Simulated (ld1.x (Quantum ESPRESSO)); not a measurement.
# An all-electron radial function and its pseudo partner (oxygen)

Columns: radius, all-electron u(r) and pseudo u(r) of the 2p shell (level -24.37 eV) of oxygen in the configuration [He] 2s2 2p3; PBEsol, non-relativistic, TM scheme, ld1.x (Quantum ESPRESSO) 7.5.

```tsv
r (bohr)	all-electron	pseudo
0.080	0.0781	0.0281
0.160	0.2343	0.1091
0.240	0.4020	0.2326
0.320	0.5527	0.3833
0.400	0.6761	0.5427
0.480	0.7706	0.6923
0.560	0.8376	0.8167
0.640	0.8799	0.9060
0.720	0.9013	0.9573
0.800	0.9056	0.9734
0.880	0.8965	0.9614
0.960	0.8770	0.9299
1.040	0.8498	0.8873
1.120	0.8172	0.8401
1.200	0.7807	0.7926
1.280	0.7419	0.7468
1.360	0.7018	0.7032
1.440	0.6613	0.6615
1.520	0.6209	0.6209
1.600	0.5813	0.5813
1.680	0.5428	0.5428
1.760	0.5057	0.5057
1.840	0.4701	0.4701
1.920	0.4363	0.4363
2.000	0.4042	0.4042
2.080	0.3740	0.3740
```

**Question.** How many radial nodes do the two functions have?

**Answer.** The all-electron 2p function has n − l − 1 = 0; the pseudo-wave has 0.

**Question.** At about which radius was the pseudo-wave matched?

**Answer.** 1.60 bohr. The columns agree to 0.0005 from 1.44 bohr on; several derivatives are matched, so the curves merge somewhat inside the radius.

**Question.** Where does each function peak?

**Answer.** Outermost all-electron maximum near 0.80 bohr, pseudo maximum near 0.80 bohr (to the table’s step).

**Question.** Is the pseudo-wave norm-conserving?

**Answer.** Yes: the TM scheme keeps the norm inside the radius equal to the all-electron one, which fixes the energy derivative of the logarithmic derivative at the level.
